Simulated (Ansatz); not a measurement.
# 1,2-elimination

Start structure (AlN₂H₄Cl, singlet), relaxed at PBE0-D4/def2-TZVP:

| atom | x (Å) | y (Å) | z (Å) |
| --- | --- | --- | --- |
| Al1 | -0.2903 | 0.2753 | 0.2872 |
| N2 | 0.8685 | 1.0925 | -0.7518 |
| N3 | -0.4682 | -1.4721 | 0.3557 |
| H4 | 0.0645 | -2.1389 | -0.1766 |
| Cl5 | -1.5274 | 1.4485 | 1.5109 |
| H6 | 1.5114 | 0.6441 | -1.3824 |
| H7 | 0.9733 | 2.0923 | -0.7914 |
| H8 | -1.1320 | -1.9418 | 0.9483 |

The step: AlN₂H₄Cl ([NH2][Al]([NH2])[Cl]) → AlNHCl ([NH][Al][Cl]) + NH₃ (still joined by a long Al–N bond); bonds formed: N2–H4; bonds broken: N3–H4; bonds weakened to dative contacts: Al1–N2. Computed with Ansatz 0.2.0 (basis: def2-TZVPP and def2-QZVPP); correlated methods freeze the cores. Extrapolation: Hartree–Fock as exp(−7.88 √X), correlation as X^−2.97. Energies below are by CCSD(T) at an estimated basis limit (MP2 extrapolated from triple and quadruple zeta, plus CCSD(T) − MP2 in triple zeta).

(1) What are the electronic barrier and the energy of the step, from the start structure to the end structure? (An estimate is asked for; the value comes from the calculation.)

T1 diagnostic: at most 0.018.

## Answers

(1) Computed: Barrier 2.615 eV; step energy 2.302 eV (uphill); reverse barrier, their difference, 0.313 eV. Barrier and step energy count from the start structure, the reverse barrier from the end structure.

The saddle point: One imaginary mode of 1135i cm⁻¹.
```json
{"pair": "N2–H4", "start (Å)": "3.38", "saddle (Å)": "1.20", "end (Å)": "1.02"}
{"pair": "Al1–N2", "start (Å)": "1.76", "saddle (Å)": "1.93", "end (Å)": "1.99"}
{"pair": "N3–H4", "start (Å)": "1.01", "saddle (Å)": "1.48", "end (Å)": "2.32"}
```

Zero-point energy (harmonic, PBE0-D4): ZPE is 1.439 eV at the start and 1.369 eV at the saddle, so the barrier goes from 2.615 to 2.545 eV.

First-order rate constant out of the start structure at 498 K by transition-state theory, with harmonic vibrational free energies alone and no tunnelling: ΔA‡ = 2.616 eV, so k = (kB T/h) exp(−ΔA‡/kB T) ≈ 10^-13 s⁻¹ (an order of magnitude at best: rotation, the number of equivalent paths and anharmonicity are left out).

Labels in which every atom is bracketed show which atoms are joined, not bond orders.

For scale, one of the runs: CCSD(T)/def2-TZVPP, 202 basis functions, launched by `ansatz run in.yaml --threads 4 --pin off --events-out ev --progress --plain --max-ram 9574MiB`. Time: 39 s of wall clock on 4 CPU threads of an Arm Neoverse V1; the host was shared. Peak host memory: 2.4 GiB.
